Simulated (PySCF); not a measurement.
## Electron correlation in Sb(2+) (antimony, charge +2)

[Kr] 4d10 5s2 5p1, 2P determinant. All numbers are calculated (PySCF 2.14, a scalar-relativistic core potential, in aug-cc-pVTZ-PP with ECP28MDF (6s5p4d2f, 55 functions)). Frozen: 4s2 4p6 4d10; 3 electrons correlated.

```
  level  correlation energy (mhartree)
   CCSD                         -46.01
    (T)                          -0.61
CCSD(T)                         -46.62
  CCSDT                         -46.82
```

Diagnostics: T1 = 0.0086, D1 = 0.0199, largest double amplitude 0.095.

Cost of the coupled-cluster step: about 1.8 core-seconds, for 3 correlated electrons.

Iterations:

```
CC2 = 0
CCSD nocc = (np.int64(2), np.int64(1)), nmo = (46, 46)
frozen orbitals [[0, 1, 2, 3, 4, 5, 6, 7, 8], [0, 1, 2, 3, 4, 5, 6, 7, 8]]
max_cycle = 100
direct = 0
conv_tol = 1e-08
conv_tol_normt = 1e-06
diis_space = 8
diis_start_cycle = 0
Init t2, MP2 energy = -0.034074385119737
Init E_corr(UCCSD) = -0.0340743851220622
cycle = 1  E_corr(UCCSD) = -0.0420279232959533  dE = -0.00795353817  norm(t1,t2) = 0.0424908
cycle = 2  E_corr(UCCSD) = -0.0444758647157965  dE = -0.00244794142  norm(t1,t2) = 0.0167431
cycle = 3  E_corr(UCCSD) = -0.0460181911934674  dE = -0.00154232648  norm(t1,t2) = 0.00724229
cycle = 4  E_corr(UCCSD) = -0.0460035756861546  dE = 1.46155073e-05  norm(t1,t2) = 0.000771306
cycle = 5  E_corr(UCCSD) = -0.046010753375776  dE = -7.17768962e-06  norm(t1,t2) = 9.65226e-05
cycle = 6  E_corr(UCCSD) = -0.0460091656413479  dE = 1.58773443e-06  norm(t1,t2) = 1.2112e-05
cycle = 7  E_corr(UCCSD) = -0.046009734905655  dE = -5.69264307e-07  norm(t1,t2) = 2.60474e-06
cycle = 8  E_corr(UCCSD) = -0.0460095758314757  dE = 1.59074179e-07  norm(t1,t2) = 7.13441e-07
cycle = 9  E_corr(UCCSD) = -0.0460095948915985  dE = -1.90601228e-08  norm(t1,t2) = 1.22884e-07
cycle = 10  E_corr(UCCSD) = -0.0460095973169865  dE = -2.42538796e-09  norm(t1,t2) = 1.94109e-08
UCCSD converged
E(UCCSD) = -238.4201701101279  E_corr = -0.04600959731698645
UCCSD(T) correction = -0.000607572126437462
```
